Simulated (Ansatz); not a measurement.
`F[Si]1(F)C=C1`. Total charge 0; spin multiplicity 1.

| atom | x (Å) | y (Å) | z (Å) |
| --- | --- | --- | --- |
| F1 | -2.051 | -0.740 | 0.475 |
| Si2 | -0.861 | 0.158 | -0.053 |
| F3 | -1.586 | 1.406 | -0.699 |
| C4 | 0.753 | 0.189 | 0.644 |
| C5 | 0.709 | -0.457 | -0.554 |
| H6 | 1.564 | 0.391 | 1.335 |
| H7 | 1.472 | -0.947 | -1.148 |

Question: Give the diagnostics of a CCSD(T)/def2-TZVPP run (frozen core, Ansatz 0.2.0). (An estimate is asked.)

Answer: Ansatz gave: T1 = 0.0121, largest single amplitude 0.019, largest double 0.091, (T) share of the correlation energy 3.6 %, 9 CCSD cycles. The RHF solution is stable towards an unrestricted one. T1 lies under the customary mark of 0.02 for closed shells.
